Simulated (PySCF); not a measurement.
Electronic structure of Pt³⁺ (platinum, charge +3) at the UHF level

Configuration: [Xe] 4f14 5d7, high-spin 4F determinant. Computed with PySCF 2.14 in def2-TZVP with the def2 core potential (60 electrons) (6s4p3d1f, 40 functions), with scalar relativity through the core potential.

```
Total energy             : -116.424172 hartree
One-electron energy      : -186.7512 hartree
Hartree (Coulomb) energy : 80.3182 hartree
Exchange energy          : -9.9911 hartree
⟨S²⟩                     : 3.7529
⟨L²⟩                     : 12.031
Sum of ⟨r⟩               : 19.20 bohr
Sum of ⟨r²⟩              : 28.23 bohr²
Time after the integrals : 0.1 s of wall time on 1 thread of Neoverse-V2 (shared host)
```

| shell | electrons | mean orbital energy (hartree) | spread (hartree) | rms radius, mean of both spins (bohr) |
| --- | --- | --- | --- | --- |
| 5s α | 1 | -5.82536 | 0 | 1.03 |
| 5s β | 1 | -5.64029 | 0 | 1.03 |
| 5p α | 3 | -3.93458 | 0 | 1.18 |
| 5p β | 3 | -3.68196 | 0 | 1.18 |
| 5d α | 5 | -1.71217 | 0.04071 | 1.59 |
| 5d β | 2 | -1.61050 | 0 | 1.59 |

Energies and moments cover only the electrons outside the core potential. Spin-orbit coupling, absent here, splits the open shell strongly.
